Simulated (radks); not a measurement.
The numbers below are computed, except where a source is named.
All-electron atom: Ta9+ in [Kr] 4d10 4f12 5s2 5p4 (not the ground configuration). Level of theory: Dirac Kohn-Sham, PBEsol, spin-unpolarised, spherical densities, point nucleus; open shells fill j = l - 1/2 first (a radial shooting solver on a logarithmic mesh with Libxc functionals).

Unscreened Slater integrals over Kohn-Sham orbitals (hartree). Large and small components are both included. Empty in this configuration: 5d3/2.

integral            value
F0(5p3/2,5p3/2)   0.77833
F2(5p3/2,5p3/2)   0.42504
F0(5p3/2,4f7/2)   0.94371
F2(5p3/2,4f7/2)   0.31188
G2(5p3/2,4f7/2)   0.12630
G4(5p3/2,4f7/2)   0.10651
F0(5p3/2,4f5/2)   0.94556
F2(5p3/2,4f5/2)   0.30921
G2(5p3/2,4f5/2)   0.12329
G4(5p3/2,4f5/2)   0.10435
F0(5p3/2,5p1/2)   0.80060
G2(5p3/2,5p1/2)   0.42953
F0(5p3/2,5d3/2)   0.71597
F2(5p3/2,5d3/2)   0.37989
G1(5p3/2,5d3/2)   0.47318
G3(5p3/2,5d3/2)   0.29949
F0(4f7/2,4f7/2)    1.5591
F2(4f7/2,4f7/2)   0.76661
F4(4f7/2,4f7/2)   0.48631
F6(4f7/2,4f7/2)   0.35141
F0(4f7/2,4f5/2)    1.5682
F2(4f7/2,4f5/2)   0.77081
F4(4f7/2,4f5/2)   0.48894
G2(4f7/2,4f5/2)   0.76785
G4(4f7/2,4f5/2)   0.48715
G6(4f7/2,4f5/2)   0.35204
F0(4f7/2,5p1/2)   0.99145
G4(4f7/2,5p1/2)   0.12583
F0(4f7/2,5d3/2)   0.83271
F2(4f7/2,5d3/2)   0.23919
G3(4f7/2,5d3/2)  0.084199
G5(4f7/2,5d3/2)  0.067522
F0(4f5/2,4f5/2)    1.5774
F2(4f5/2,4f5/2)   0.77520
F4(4f5/2,4f5/2)   0.49171
F0(4f5/2,5p1/2)   0.99356
G2(4f5/2,5p1/2)   0.14957
F0(4f5/2,5d3/2)   0.83408
F2(4f5/2,5d3/2)   0.23690
G1(4f5/2,5d3/2)  0.087294
G3(4f5/2,5d3/2)  0.082696
F0(5p1/2,5p1/2)   0.82598
F0(5p1/2,5d3/2)   0.73180
G1(5p1/2,5d3/2)   0.45306
F0(5d3/2,5d3/2)   0.66906
F2(5d3/2,5d3/2)   0.36138
